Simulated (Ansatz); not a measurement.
Consider the ligand exchange at the Si–O bond: `[SiH3]O[Si]Br` + `[OH][In]([OH])[OH]` → `[OH][In]([OH])[O][SiH3]` + `O[Si]Br`.

Gas-phase electronic energies from Ansatz, PBE0-D4/def2-TZVP geometries. CCSD(T)/CBS is the MP2 limit (def2-TZVPP, def2-QZVPP) plus CCSD(T) − MP2 in def2-TZVPP, frozen cores. DFT in def2-TZVPP. B3LYP here is the variant with VWN-RPA as its local correlation; programs differ in this. Elements past krypton have def2 core potentials. For Br, In outer-core shells are correlated without core-valence functions, which leaves a few kJ/mol of doubt a bond. Scalar relativity is left out up to krypton. One conformer a species, not always the lowest.

`[SiH3]O[Si]Br`:

```xyz
7

Si   -0.834    0.418    0.122
O    -0.013   -1.009    0.359
Si    1.418   -1.756    0.161
Br    2.671   -0.108   -0.825
H    -0.152    1.510    0.856
H    -0.887    0.723   -1.327
H    -2.202    0.221    0.654
```

`[OH][In]([OH])[OH]`:

```xyz
7

O     0.640    1.620    0.926
In    0.000    0.000    0.000
O    -1.492   -1.045    0.757
O     0.851   -0.574   -1.684
H     0.148    1.795    1.733
H    -1.710   -1.809    0.217
H     1.563    0.014   -1.949
```

`[OH][In]([OH])[O][SiH3]`:

Z-matrix (Å, degrees):
```
Si
O 1 1.629
H 1 1.497 2 111.0
H 1 1.488 2 110.6 3 119.6
H 1 1.488 2 110.6 3 -119.6
In 2 1.969 1 134.0 3 -0.4
O 6 1.960 2 117.9 1 -179.5
O 6 1.973 2 119.0 1 0.5
H 7 0.961 6 111.7 2 -180.0
H 8 0.961 6 111.7 2 -0.0
```

`O[Si]Br`:

```xyz
4

O     1.010   -0.430   -0.190
Si   -0.390   -0.281   -1.023
Br   -1.706    0.801    0.506
H     1.086   -0.090    0.708
```

```
             level  ΔE (kJ/mol)  difference from CCSD(T)/CBS
            PBE-D4          0.8                          3.4
         revPBE-D4          2.9                          5.5
            B97M-V         -5.2                         -2.6
          B3LYP-D4          2.3                          4.9
        r2SCAN0-D4         -3.9                         -1.3
            revPBE         -1.6                          1.0
             B3LYP         -1.5                          1.1
           r2SCAN0         -4.4                         -1.8
             BHLYP         -3.5                         -0.9
         CAM-B3LYP         -2.6                          0.0
       HF/def2-SVP         -5.3                         -2.7
      MP2/def2-SVP         -5.3                         -2.7
     CCSD/def2-SVP         -4.7                         -2.1
     HF/def2-TZVPP         -6.2                         -3.6
    MP2/def2-TZVPP         -2.2                          0.4
CCSD(T)/def2-TZVPP         -2.8                         -0.2
       CCSD(T)/CBS         -2.6                            0
```

Largest T1 diagnostic among the species: 0.017.

The D4 term adds +3.8 kJ/mol with B3LYP and +1.9 kJ/mol with PBE0; it sums over pairs of atoms, weighted by their polarisabilities, and B3LYP, whose exchange is more repulsive, gets the larger term. Leaving LDA and LC-ωPBE aside and taking each functional with its dispersion term where it has one, the values, not all of them listed here, spread over 10.3 kJ/mol, from B97M-V to BLYP-D4.
